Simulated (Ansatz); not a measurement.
Gas-phase reaction in SMILES: N[Si](Cl)(Cl)Cl → N[Si](Cl)Cl + Cl atom (the Cl-Si bond at the site shown breaks; other sites are not compared here)
Structures are relaxed separately at B3LYP-D3(BJ)/def2-TZVP in Ansatz (a program for electronic structure), one conformer each, not searched for the lowest. Frequencies are from Ansatz.
Geometry of the first species:
```xyz
7

Si     0.2708     0.0417     0.0361
Cl    -0.1595    -1.3078    -1.4515
Cl    -0.5275    -0.7021     1.7626
Cl    -0.6134     1.8065    -0.4882
N      1.9125     0.3281     0.2928
H      2.4852    -0.3360     0.7888
H      2.4424     0.9139    -0.3326
```
Charge 0, spin multiplicity 1.

Wanted: bond dissociation energy (enthalpy at 298 K, with B3LYP-D3(BJ) rigid-rotor harmonic-oscillator terms), in kJ/mol. Correlated levels leave the core frozen unless marked. Open shells are spin-unrestricted. Spin-orbit coupling is left out. Non-relativistic. CBS(X,Y): correlation extrapolated as X^-3; Hartree-Fock from the larger set. [CCSD(T)-MP2]/basis is that difference in the basis named.

RI-MP2/CBS(cc-pV(T+d)Z,cc-pV(Q+d)Z)+[CCSD(T)-MP2]/cc-pV(T+d)Z (Ansatz) gives 475.2 kJ/mol.

Q: Another calculation gave 450.2 kJ/mol. Which level was it?
A) BHLYP/def2-TZVPD (Ansatz)
B) HSE06/def2-TZVPD (Ansatz)
C) BLYP/def2-TZVPD (Ansatz)
D) wB97M-V/def2-TZVPD (Ansatz)

A: B, HSE06/def2-TZVPD (Ansatz). The others give 432.4 (BHLYP), 413.0 (BLYP), 475.1 (wB97M-V) kJ/mol.
